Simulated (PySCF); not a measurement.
1-fluorocyclopentene (C5H7F), SMILES FC1=CCCC1.

Coordinates come from a ωB97X-D3(BJ)/def2-SVP optimisation. Other conformers were not sampled.

These are TDA-PBE/def2-SVPD (PySCF 2.14.0) values and carry that method's errors.

Vertical excitations. Isolated molecule, no solvent.

```
state  energy (eV)  λ (nm)      f                                          main pairs
-----  -----------  ------  -----  --------------------------------------------------
S1            5.79     214  0.002                                   HOMO→LUMO+1 100 %
S2            6.33     196  0.003                                   HOMO→LUMO+2 100 %
S3            6.63     187  0.008                                    HOMO→LUMO+3 94 %
S4            6.76     183  0.119                    HOMO→LUMO+4 50 %, HOMO→LUMO 37 %
S5            7.12     174  0.164  HOMO→LUMO+4 46 %, HOMO→LUMO 34 %, HOMO−2→LUMO 13 %
S6            7.26     171  0.001                                    HOMO→LUMO+5 99 %
S7            7.43     167  0.018                                    HOMO→LUMO+6 98 %
S8            7.73     160  0.001                                    HOMO−1→LUMO 98 %
S9            8.10     153  0.009                                    HOMO→LUMO+7 99 %
S10           8.16     152  0.006                                  HOMO−1→LUMO+1 84 %
T1            4.36     284      0                                      HOMO→LUMO 98 %
T2            5.70     218      0                                   HOMO→LUMO+1 100 %
T3            6.19     200      0                                    HOMO→LUMO+2 99 %
T4            6.58     188      0                                   HOMO→LUMO+3 100 %
```
Triplets are in the Tamm–Dancoff approximation.
